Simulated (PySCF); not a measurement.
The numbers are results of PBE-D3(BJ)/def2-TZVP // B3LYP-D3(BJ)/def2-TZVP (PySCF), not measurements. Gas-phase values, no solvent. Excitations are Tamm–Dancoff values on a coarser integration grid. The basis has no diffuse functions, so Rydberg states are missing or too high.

Reference species (SMILES): `[Br][Ga]([SiH3])[Br]` (neutral, multiplicity 1).

```yaml
S1 excitation (TDA): 4.19 eV
S1 oscillator strength: 0.000
HOMO–LUMO gap: 4.07 eV
HOMO: -6.97 eV
```

Changed species: `[Ga]([Br])([Br])[Br]` (0 of 3 Br replaced by SiH3; the reference has 1 of 3 Br replaced by SiH3).

Problem. What does the change do to the S1 excitation (TDA), S1 oscillator strength, HOMO–LUMO gap and HOMO?

Solution. the S1 excitation (TDA) rises by 0.14 eV, to 4.33 eV; the S1 oscillator strength is nearly the same; the HOMO–LUMO gap goes up by 0.10 eV, to 4.17 eV; the HOMO falls by 0.44 eV, to -7.41 eV.
